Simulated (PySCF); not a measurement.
One of the candidates below gave these computed data.

All candidates are C4H6O2S.

- UV, first state: lowest singlet excitation: 2.54 eV (488 nm, f = 0.000) [TDDFT B3LYP/def2-SVPD]
- 1H NMR: chemical shifts (computed TMS as zero) by class: 8.33 (1 H), 5.67 (2 H), 3.08 (3 H) ppm [GIAO PBE0/pcSseg-1]
- UV, strongest line: among the 8 lowest singlet transitions: S4 at 5.63 eV (220 nm, f = 0.202) [TDDFT B3LYP/def2-SVPD]
- Dipole: 2.16 D [B3LYP/def2-SVPD]
- Triplet: lowest triplet excitation (Tamm–Dancoff): 2.10 eV [TDA B3LYP/def2-SVPD]
- 13C NMR: chemical shifts (computed TMS as zero) by class: 270.9 (1 C), 166.1 (1 C), 78.1 (1 C), 41.3 (1 C) ppm [GIAO PBE0/pcSseg-1]
- Rotational structure: rotational constants A, B, C: 5.297, 1.152, 1.077 GHz [GFN2-xTB]

Gas-phase values; electronic properties from PySCF, density fitting. Levels stand in brackets. The structure is a single GFN2-xTB conformer in the gas phase; no vibrational or solvent corrections. Each NMR value is the plain mean over a class of atoms that symmetry, rotation or inversion makes alike.

Question: Which candidate is it?
A. `OC[C@@H]1COC1=S`
B. `O=S1(=O)CC=CC1`
C. `CC(=S)COC=O`
D. `O=S1(=O)C=CCC1`

Answer: C. It is `CC(=S)COC=O`. Numbering: `[CH3:1][C:2](=[S:3])[CH2:4][O:5][CH:6]=[O:7]`. Its formula, C4H6O2S, gives 2 degrees of unsaturation: 0 rings and 2 π bonds in the structure found. 4 carbons fall into 4 classes; from least to most shielded: thiocarbonyl carbon [C2] (270.9 ppm), ester carbonyl carbon [C6] (166.1 ppm), sp3 carbon bound to oxygen [C4] (78.1 ppm), methyl carbon [C1] (41.3 ppm). Hydrogen classes from least to most shielded: 1 H on an ester carbonyl carbon, C6 (8.33 ppm), 2 H on an sp3 carbon bound to oxygen, C4 (5.67 ppm, a mean of values up to 1.5 ppm apart in this geometry), 3 H on a methyl carbon, C1 (3.08 ppm). S1 is mainly HOMO→LUMO (weight 1.00); the largest Löwdin shares of the orbital it empties are 0.76 on the thiocarbonyl sulfur, 0.12 on the thiocarbonyl carbon and 0.04 on the methyl carbon, of the orbital it fills 0.40 on the thiocarbonyl sulfur, 0.40 on the thiocarbonyl carbon, 0.05 on the methyl carbon and 0.05 on the sp3 carbon bound to oxygen. The optimised geometry has point group C1 and is an asymmetric top.

The others, at the same levels:
- `O=S1(=O)CC=CC1` fails: it has 2 carbon classes against 4; its computed 13C shifts are 133.8 (2 C), 61.2 (2 C) ppm, 1H shifts are 6.31 (2 H), 3.54 (4 H) ppm and rotational constant A is 4.054 GHz (against 5.297 GHz).
- `O=S1(=O)C=CCC1` fails: its computed 13C shifts are 144.5 (1 C), 142.4 (1 C), 54.1 (1 C), 29.2 (1 C) ppm, 1H shifts are 6.88 (1 H), 6.55 (1 H), 2.89 (2 H), 2.81 (2 H) ppm and rotational constant A is 4.067 GHz (against 5.297 GHz).
- `OC[C@@H]1COC1=S` fails: its computed 13C shifts are 227.6 (1 C), 74.7 (1 C), 70.9 (1 C), 62.6 (1 C) ppm, 1H shifts are 4.96 (1 H), 4.77 (1 H), 4.43 (1 H), 3.89 (1 H), 3.20 (1 H), 0.02 (1 H) ppm and lowest singlet excitation is 3.38 eV (367 nm, f = 0.000) (against 2.54 eV).

Each candidate is one conformer, not necessarily the lowest. The conformers computed, where there is a choice (atom-mapped SMILES and torsion angles):
- `[CH3:1][C:2](=[S:3])[CH2:4][O:5][CH:6]=[O:7]`: C1–C2–C4–O5 -29°, C2–C4–O5–C6 98°, C4–O5–C6–O7 -1°
- `[OH:1][CH2:2][C@@H:3]1[CH2:4][O:5][C:6]1=[S:7]`: O1–C2–C3–C4 -74°, H–O1–C2–C3 -67°

The conformers of `O=S1(=O)CC=CC1` and `O=S1(=O)C=CCC1` aren't listed.
